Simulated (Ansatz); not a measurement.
Ansatz (a quantum-chemistry and plane-wave program) input for CH3AlF2, SMILES [CH3][Al]([F])[F] (connectivity only; charge and spin as stated), charge -1, multiplicity 2, PBE-D3(BJ)/def2-SVPD. 

Ansatz 0.2 input:
```yaml
crystal:
  periodic: [false, false, false]
  atoms:
    - {symbol: Al, position_ang: [0.10539985, -0.44546659, -0.00000000]}
    - {symbol: C, position_ang: [-1.81003927, 0.14827297, 0.00000000]}
    - {symbol: H, position_ang: [-1.84574831, 1.25607521, 0.00000000]}
    - {symbol: H, position_ang: [-2.36505662, -0.19729149, -0.88978927]}
    - {symbol: H, position_ang: [-2.36505661, -0.19729150, 0.88978928]}
    - {symbol: F, position_ang: [0.89254995, 0.22444087, -1.40092832]}
    - {symbol: F, position_ang: [0.89254995, 0.22444087, 1.40092832]}
basis:
  gaussian:
    orbitals: def2-SVPD
hamiltonian:
  xc: pbe
  dispersion: d3bj
total_charge: -1
magnetization: {spin_polarized: true, initial_magnetization: 1}
relax: {f_tol: 0.002, max_steps: 200}
```

It prints:

```
WARN ansatz: RAYON_NUM_THREADS=1 ignored (pool sized by the plan → 1); use --threads N
Functional definition: PBE
integrals: 0.04 GiB planned
960 factors; their error is unknown
mean field: 0.39 GiB planned
mean field evaluation 1: about -13099.8860 eV, gradient 3.0e1 eV
mean field evaluation 2: about -13086.2112 eV, gradient 5.2e1 eV
mean field evaluation 4: about -13104.4823 eV, gradient 5.3e0 eV
mean field evaluation 8: about -13104.5684 eV, gradient 3.7e-2 eV
mean field evaluation 16: about -13104.5145 eV, gradient 1.0e-4 eV
mean field -13104.51450466 eV, -481.5820254872 hartree, gradient 1.3e-5 eV, S^2 0.751174; 0 other end points of the search recorded, 0 dependent functions left out
the calculation of the forces begins
reference -13104.51457035 eV, -481.5820279015 hartree; 21, 20 occupied and 93, 94 virtual orbitals, 960 factors
relax step   1: F+E_penalty+E_count = -13104.60560527 eV  Δ(F+E_penalty+E_count) = +0.000e0 eV  max|allowed force component| = 3.193e-1 eV/Å  Δτ_max = 0.0000 Å  (31 SCF iters, accepted)
these checks for a lower state are left out or cut short: starts, cluster_reference, orbital_swaps, neighbouring_geometries, increment
integrals: 0.04 GiB planned
960 factors; their error is unknown
mean field: 0.39 GiB planned
mean field -13104.52220019 eV, -481.5823082926 hartree, gradient 1.3e-5 eV, S^2 0.751185; 0 other end points of the search recorded, 0 dependent functions left out
the calculation of the forces begins
reference -13104.52226583 eV, -481.5823107050 hartree; 21, 20 occupied and 93, 94 virtual orbitals, 960 factors
relax step   2: F+E_penalty+E_count = -13104.61284627 eV  Δ(F+E_penalty+E_count) = -7.241e-3 eV  max|allowed force component| = 2.436e-1 eV/Å  Δτ_max = 0.0224 Å  (32 SCF iters, accepted)
these checks for a lower state are left out or cut short: starts, cluster_reference, orbital_swaps, neighbouring_geometries, increment
integrals: 0.04 GiB planned
960 factors; their error is unknown
mean field: 0.39 GiB planned
mean field evaluation 32: about -13104.5255 eV, gradient 3.5e-4 eV
mean field -13104.52553511 eV, -481.5824308488 hartree, gradient 1.4e-5 eV, S^2 0.751190; 0 other end points of the search recorded, 0 dependent functions left out
the calculation of the forces begins
reference -13104.52560111 eV, -481.5824332742 hartree; 21, 20 occupied and 93, 94 virtual orbitals, 960 factors
relax step   3: F+E_penalty+E_count = -13104.61614623 eV  Δ(F+E_penalty+E_count) = -3.300e-3 eV  max|allowed force component| = 5.823e-2 eV/Å  Δτ_max = 0.0104 Å  (32 SCF iters, accepted)
these checks for a lower state are left out or cut short: starts, cluster_reference, orbital_swaps, neighbouring_geometries, increment
integrals: 0.04 GiB planned
960 factors; their error is unknown
mean field: 0.39 GiB planned
mean field -13104.52583796 eV, -481.5824419783 hartree, gradient 1.2e-5 eV, S^2 0.751190; 0 other end points of the search recorded, 0 dependent functions left out
the calculation of the forces begins
reference -13104.52590404 eV, -481.5824444068 hartree; 21, 20 occupied and 93, 94 virtual orbitals, 960 factors
relax step   4: F+E_penalty+E_count = -13104.61642727 eV  Δ(F+E_penalty+E_count) = -2.810e-4 eV  max|allowed force component| = 1.181e-2 eV/Å  Δτ_max = 0.0030 Å  (33 SCF iters, accepted)
these checks for a lower state are left out or cut short: starts, cluster_reference, orbital_swaps, neighbouring_geometries, increment
integrals: 0.04 GiB planned
960 factors; their error is unknown
mean field: 0.39 GiB planned
mean field -13104.52583179 eV, -481.5824417517 hartree, gradient 5.9e-5 eV, S^2 0.751190; 0 other end points of the search recorded, 0 dependent functions left out
the calculation of the forces begins
reference -13104.52589787 eV, -481.5824441802 hartree; 21, 20 occupied and 93, 94 virtual orbitals, 960 factors
relax step   5: F+E_penalty+E_count = -13104.61642748 eV  Δ(F+E_penalty+E_count) = -2.106e-7 eV  max|allowed force component| = 8.845e-3 eV/Å  Δτ_max = 0.0007 Å  (22 SCF iters, accepted)
these checks for a lower state are left out or cut short: starts, cluster_reference, orbital_swaps, neighbouring_geometries, increment
integrals: 0.04 GiB planned
960 factors; their error is unknown
mean field: 0.39 GiB planned
mean field -13104.52583687 eV, -481.5824419385 hartree, gradient 2.5e-5 eV, S^2 0.751189; 0 other end points of the search recorded, 0 dependent functions left out
the calculation of the forces begins
reference -13104.52590296 eV, -481.5824443672 hartree; 21, 20 occupied and 93, 94 virtual orbitals, 960 factors
relax step   6: F+E_penalty+E_count = -13104.61643015 eV  Δ(F+E_penalty+E_count) = -2.671e-6 eV  max|allowed force component| = 1.006e-2 eV/Å  Δτ_max = 0.0010 Å  (25 SCF iters, accepted)
these checks for a lower state are left out or cut short: starts, cluster_reference, orbital_swaps, neighbouring_geometries, increment
integrals: 0.04 GiB planned
960 factors; their error is unknown
mean field: 0.39 GiB planned
mean field -13104.52584380 eV, -481.5824421931 hartree, gradient 6.7e-5 eV, S^2 0.751190; 0 other end points of the search recorded, 0 dependent functions left out
the calculation of the forces begins
reference -13104.52590989 eV, -481.5824446217 hartree; 21, 20 occupied and 93, 94 virtual orbitals, 960 factors
relax step   7: F+E_penalty+E_count = -13104.61643361 eV  Δ(F+E_penalty+E_count) = -3.463e-6 eV  max|allowed force component| = 6.153e-4 eV/Å  Δτ_max = 0.0005 Å  (23 SCF iters, accepted)
integrals: 0.04 GiB planned
960 factors; their error is unknown
mean field: 0.39 GiB planned
mean field evaluation 64: about -13086.4441 eV, gradient 5.2e1 eV
mean field -13104.52584380 eV, -481.5824421931 hartree, gradient 6.7e-5 eV, S^2 0.751190; 1 other end points of the search recorded, 0 dependent functions left out
the calculation of the forces begins
reference -13104.52590989 eV, -481.5824446217 hartree; 21, 20 occupied and 93, 94 virtual orbitals, 960 factors
Total energy: -13104.61649970 eV, -481.5857737358 hartree
Atom 0 at     0.107388    -0.442262    -0.000000 Å, force     0.000441     0.000054    -0.000000 eV/Å
Atom 1 at    -1.818448     0.153679     0.000000 Å, force    -0.000110    -0.000615     0.000000 eV/Å
Atom 2 at    -1.859558     1.267827     0.000000 Å, force    -0.000266     0.000411    -0.000000 eV/Å
Atom 3 at    -2.368156    -0.203055    -0.896826 Å, force     0.000084     0.000171     0.000259 eV/Å
Atom 4 at    -2.368156    -0.203055     0.896826 Å, force     0.000084     0.000171    -0.000259 eV/Å
Atom 5 at     0.905765     0.220023    -1.422298 Å, force    -0.000117    -0.000097     0.000018 eV/Å
Atom 6 at     0.905765     0.220023     1.422298 Å, force    -0.000117    -0.000097    -0.000018 eV/Å
Dipole moment:    -0.339094     0.259333     0.000000 e Å
```

The run converged.
